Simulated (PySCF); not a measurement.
# Worked example: entropy of an ideal gas

Be(I)(SeH) (BeHISe), SMILES [I][Be][SeH].

Coordinates come from a r2SCAN-D4/def2-TZVP optimisation. The def2 effective core potentials stand for the cores of I; spin–orbit coupling is left out. The values are those of a single conformer.

r2SCAN-D4/def2-TZVP in PySCF gives the harmonic wavenumbers 164, 191, 191, 551, 898, 2415 cm⁻¹ and the rotational temperatures 11.2645, 0.0279, 0.0278 K. The molar mass is 215.90 g/mol, the symmetry number 1, the spin multiplicity 1.

**Question.** Work out the entropy at 298.15 K and 1 atm in the rigid-rotor, harmonic-oscillator model.

**Answer.** 
Translation (Sackur–Tetrode at 1 atm): S = R[1.5 ln M + 2.5 ln T − 1.16487] = 175.8 J/(mol K).
Rotation: q = (√π/σ) T^1.5/√(θA θB θC) = 97600, S = R[ln q + 3/2] = 108.0 J/(mol K).
Vibration: with u = 1.4388 ν/T, each mode gives R[u/(e^u − 1) − ln(1 − e^−u)]:
```
ν (cm⁻¹)  modes     u  S (J/(mol K))
--------  -----  ----  -------------
164           1  0.79          10.47
191           2  0.92          18.56
551           1  2.66           2.27
898           1  4.33           0.59
```
The stiffer modes add less than 0.005 each. Sum 31.9 J/(mol K).
Spin: R ln 1 = 0.0 J/(mol K).
Total 315.7 J/(mol K); the program's own thermochemistry gives 315.6. Translation makes up 56 % and vibration 10 %. Anharmonicity, hindered rotation and orbital degeneracy are left out.
